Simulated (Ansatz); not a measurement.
`COBCl` + H₂S → `COBS` + HCl at 600 K and 1 bar (ligand exchange at a B–Cl bond).

Gas-phase electronic energies from Ansatz, PBE0-D4/def2-TZVP geometries. CCSD(T)/CBS is the MP2 limit (def2-TZVPP, def2-QZVPP) plus CCSD(T) − MP2 in def2-TZVPP, frozen cores. This one scheme is used for every species. Each species was taken in one conformer, which may not be the lowest.

```
species  CCSD(T)/CBS energy (Eh)  H − E (kJ/mol)  S (J/(mol·K))
`COBCl`               -600.27977           193.6          366.3
    H₂S               -398.97279            60.8          230.9
 `COBS`               -538.86373           221.3          382.5
    HCl               -460.38127            35.4          207.2
```

H − E and S are ideal-gas, rigid-rotor, harmonic terms from PBE0-D4/def2-TZVP, for one conformer and one mirror image of each species. 1 Eh = 2625.50 kJ/mol, R = 8.31446 J/(mol·K).

Problem. By hand: ΔE, ΔH, ΔS and ΔG.

Solution. ΔE = (-538.86373) + (-460.38127) − (-600.27977) − (-398.97279) = 0.00756 Eh = 19.8 kJ/mol. Δ(H − E) = 221.3 + 35.4 − 193.6 − 60.8 = 2.3, so ΔH = 22.1 kJ/mol. ΔS = 382.5 + 207.2 − 366.3 − 230.9 = -7.5 J/(mol·K). ΔG = 22.1 − 600 × (-7.5)/1000 = 26.6 kJ/mol.

Problem. By hand: the equilibrium constant, and the temperature at which ΔG would vanish if ΔH and ΔS stayed fixed.

Solution. log₁₀ K = −ΔG/(RT ln 10) = -2.3. ΔH and −TΔS have one sign here, so there is no such temperature.

The number of gas molecules stays the same, so ΔS is small and ΔH decides. A doubt of 5 kJ/mol in ΔE shifts log₁₀ K by 0.4 here. Other conformers and mirror images would add mixing entropy, several J/(mol·K) or more a flexible species. These are equilibria of isolated gas molecules and say nothing of rates. Largest T1 diagnostic: 0.013 (customary marks: 0.02 for closed shells, 0.045 for open ones).

ΔS is within the doubt of such terms, so its sign, and with it that verdict, could turn.
